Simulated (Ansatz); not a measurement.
Question: Name a neutral molecule of C, P, Si and H with HOMO–LUMO gap (PBE0/def2-TZVPP) between 7.65 and 7.95 eV and HOMO energy (PBE0/def2-TZVPP) between -7.45 and -7.15 eV (Ansatz, PBE0-D4/def2-TZVP geometry).

Answer: `C[SiH2]P` (7.74 eV, -7.40 eV); `CC[SiH2]P` (7.74 eV, -7.38 eV). Other molecules can fit too; these were computed, each in one conformer that needn't be the lowest.
